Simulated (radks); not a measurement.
Pm9+, configuration [Kr] 4d10 5s2 5p4 (not the ground configuration). All-electron calculation, Dirac Kohn-Sham, LDA (Slater exchange, Perdew-Wang correlation), spin-unpolarised, spherical densities, finite nucleus; open shells fill j = l - 1/2 first; Fermi nuclear charge, rms radius 4.962 fm. Program: a radial shooting solver on a logarithmic mesh with Libxc functionals.

Unscreened Slater integrals over Kohn-Sham orbitals (hartree). Large and small components are both included.

F0(5p3/2,5p3/2): 0.66103
F2(5p3/2,5p3/2): 0.35962
F0(5p3/2,5p1/2): 0.67258
G2(5p3/2,5p1/2): 0.36299
F0(5p3/2,5s1/2): 0.69042
G1(5p3/2,5s1/2): 0.46689
F0(5p3/2,4d5/2): 0.80965
F2(5p3/2,4d5/2): 0.26040
G1(5p3/2,4d5/2): 0.074701
G3(5p3/2,4d5/2): 0.075080
F0(5p1/2,5p1/2): 0.68510
F0(5p1/2,5s1/2): 0.70444
G1(5p1/2,5s1/2): 0.48796
F0(5p1/2,4d5/2): 0.83432
G3(5p1/2,4d5/2): 0.082750
F0(5s1/2,5s1/2): 0.72615
F0(5s1/2,4d5/2): 0.87431
G2(5s1/2,4d5/2): 0.10174
F0(4d5/2,4d5/2): 1.3613
F2(4d5/2,4d5/2): 0.69482
F4(4d5/2,4d5/2): 0.46702
